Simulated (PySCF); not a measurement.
PySCF 2.14 output of an unrestricted wB97M-V calculation on a single atom or ion in def2-QZVPPD with the def2 core potential (28 electrons), with scalar relativity through the core potential:

```
SCF conv_tol = 1e-09
number electrons alpha = 10  beta = 8
    N. Mardirossian and M. Head-Gordon.,  J. Chem. Phys. 144, 214110 (2016)
cycle= 1 E= -166.154097783309  delta_E= -0.00732  |g|= 0.025  |ddm|= 0.17
cycle= 2 E= -166.15440557777  delta_E= -0.000308  |g|= 0.00558  |ddm|= 0.0451
cycle= 3 E= -166.154434344032  delta_E= -2.88e-05  |g|= 0.00273  |ddm|= 0.0143
cycle= 4 E= -166.154438228669  delta_E= -3.88e-06  |g|= 0.000715  |ddm|= 0.00549
cycle= 5 E= -166.154438560684  delta_E= -3.32e-07  |g|= 0.00011  |ddm|= 0.00145
cycle= 6 E= -166.154438578459  delta_E= -1.78e-08  |g|= 1.81e-05  |ddm|= 0.000316
cycle= 7 E= -166.154438578972  delta_E= -5.13e-10  |g|= 1.39e-06  |ddm|= 5.69e-05
converged SCF energy = -166.154438578972  <S^2> = 2.0005484  2S+1 = 3.0003656
```

The run itself started from symmetry-adapted Hartree-Fock orbitals and held the occupation by maximum overlap, on a logarithmic radial grid, so the iterations belong to that start.

**Question.** Which element, charge and spin multiplicity is this?

**Answer.** Cd²⁺ (cadmium, charge +2), multiplicity 3; the state was [Kr] 4d9 5p1, one real determinant (an excited configuration).

⟨L²⟩ = 8.01 against 12 for a pure F term, so this real determinant mixes terms. Energies and moments cover only the electrons outside the core potential.
